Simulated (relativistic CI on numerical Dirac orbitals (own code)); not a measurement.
## Judd-Ofelt analysis for Pm4+

Method of calculation: Dirac-Coulomb-Breit CI, separate exchange-only KLI orbitals for each configuration, model QED (radiative potential, 1s self-energy scaled to tabulated hydrogen-like ionisation energies), valence Slater integrals scaled by 0.85 (own radial code, finite nucleus).

Configuration 4f3 alone, in intermediate coupling. Take Ω₂ = 2.85, Ω₄ = 2.86, Ω₆ = 3.66 (10⁻²⁰ cm²) and refractive index n = 2.05 as given. A_ED = 64π⁴e²ν³ n(n² + 2)²/[27h(2J + 1)] Σ Ω_λ |U^λ|², in Gaussian units with ν in cm⁻¹, and A_MD is n³ times the free-ion magnetic-dipole rate; a dash marks a rate that is forbidden or under 2 % of the level's free-ion decay.

Emitting level 2H°_9/2 at 14757 cm⁻¹ (radiative decay alone: multiphonon quenching in a host is left out, and the level can lie too high or too low):

```
      To  ν (cm⁻¹)  U² squared  U⁴ squared  U⁶ squared  Free-ion A(M1) (s⁻¹)
 4I°_9/2     14757      0.0112      0.0099      0.1046                  2.51
4I°_11/2     12371      0.0016      0.0001      0.0029                  1.51
4I°_13/2      9867      0.0310      0.0007      0.0571                     -
4I°_15/2      7298      0.0000      0.1244      0.0364                     -
```

Give the rates, branching ratios and the radiative lifetime.

The rates are:

```
      To  λ (nm)  A_ED (s⁻¹)  A_MD (s⁻¹)  β (%)
 4I°_9/2     678         903        21.6   73.4
4I°_11/2     808        18.5          13    2.5
4I°_13/2    1014         182           0   14.5
4I°_15/2    1370         120           0    9.6
```

τ_rad = 7.94e-04 s. Computed level positions enter as ν³, so measured ones would change the rates. For the strongest line (678 nm) and an assumed effective width Δλ = 14 nm (300 cm⁻¹), the Füchtbauer-Ladenburg formula σ = λ⁴A/(8πcn²Δλ) gives a peak emission cross-section of 0.45 × 10⁻²⁰ cm².
